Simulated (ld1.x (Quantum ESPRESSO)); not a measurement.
## Ce (Z = 58): variants of one TM potential

Base potential:

```json
{
  "Element": "cerium (Ce)",
  "Generator": "ld1.x (Quantum ESPRESSO) 7.5",
  "Type": "norm-conserving Troullier–Martins (Kleinman–Bylander form)",
  "Functional": "PBE",
  "Relativity": "scalar-relativistic",
  "Frozen core": "[Xe]",
  "Valence charge": "4",
  "Reference configuration": "4f1 5d1 6s1.5 6p0.5",
  "Partial waves": "6s (bound): rc 2.70 bohr; 6p (bound): rc 4.20 bohr; 5d (bound): rc 2.30 bohr; 4f (bound): rc 1.35 bohr",
  "Local potential": "all-electron potential smoothed inside 3.55 bohr (lloc = -1)",
  "Core correction": "none"
}
```

Cutoffs, loose and tight: the cutoffs (Ry, on a coarse ladder) from which the occupation-weighted sum of valence levels, in a spherical-Bessel basis at the reference potential, stays within 10 and 1 mRy of its value at 400 Ry. They do not see the model core or the augmentation charge, which bear on the density cutoff. Test errors are all-electron minus pseudo excitation energies from the reference, over the configurations 4f1 5d1 6s2 6p0; 4f1 5d1 6s1 6p0; 4f1 5d1 6s0 6p0; 4f1 5d0 6s2 6p0; 4f1 5d1 6s1.5 6p0; 4f2 5d0 6s2 6p0; 4f1 5d1 6s0 6p2. A dash means not determined; rows that change the core or the reference have their own tests. The largest error is taken over the tests solved by every variant that gives reliable tests at all: 4f1 5d1 6s0 6p0; 4f1 5d1 6s1 6p0; 4f1 5d1 6s2 6p0.

A true bound ghost makes a file unfit for plane-wave use even where its test errors are small: the radial tests pick states by their node count and pass the ghost by. Where a test does run into it, the solver fails or the error is huge.

```tsv
change	outcome	cutoff, loose	cutoff, tight	bound ghosts	largest test error (meV)
base	generated	160 Ry	200 Ry	s	+186
all radii scaled by about 0.74 (s 2.00, p 3.12, d 1.70, f 1.00 bohr); local potential all-electron potential smoothed inside 2.64 bohr (lloc = -1)	failed: run_pseudo: Errors in PS-KS equation	–	–	–	–
all radii scaled by about 0.82 (s 2.20, p 3.42, d 1.88, f 1.10 bohr); local potential all-electron potential smoothed inside 2.90 bohr (lloc = -1)	generated	230 Ry	260 Ry	s, p	+303
all radii scaled by about 0.93 (s 2.50, p 3.90, d 2.14, f 1.26 bohr); local potential all-electron potential smoothed inside 3.30 bohr (lloc = -1)	failed: run_pseudo: Errors in PS-KS equation	–	–	–	–
all radii scaled by about 1.09 (s 2.94, p 4.56, d 2.50, f 1.46 bohr); local potential all-electron potential smoothed inside 3.86 bohr (lloc = -1)	generated	140 Ry	160 Ry	none	+179
all radii scaled by about 1.13 (s 3.06, p 4.74, d 2.60, f 1.52 bohr); local potential all-electron potential smoothed inside 4.02 bohr (lloc = -1)	failed: run_pseudo: Errors in PS-KS equation	–	–	–	–
all radii scaled by about 1.23 (s 3.32, p 5.16, d 2.82, f 1.66 bohr); local potential all-electron potential smoothed inside 4.36 bohr (lloc = -1)	failed: run_pseudo: Errors in PS-KS equation	–	–	–	–
```

(1) What comes out with this change to the base: all radii scaled by about 1.31 (s 3.54, p 5.52, d 3.02, f 1.78 bohr); local potential all-electron potential smoothed inside 4.66 bohr (lloc = -1)?

(2) What comes out with this change to the base: all radii scaled by about 1.39 (s 3.76, p 5.86, d 3.20, f 1.88 bohr); local potential all-electron potential smoothed inside 4.94 bohr (lloc = -1)?

Results:

(1) outcome: generated; cutoff, loose: 110 Ry; cutoff, tight: 140 Ry; bound ghosts: none; largest test error (meV): +154.

(2) outcome: generated; cutoff, loose: 100 Ry; cutoff, tight: 110 Ry; bound ghosts: none; largest test error (meV): +146.

Reading the sweep of the scale of all radii (base = 1) (base included, trends over the rows without a ghost): Bound ghosts are found at 0.82, 1. The generation fails at 0.74, 0.93, 1.13, 1.23.
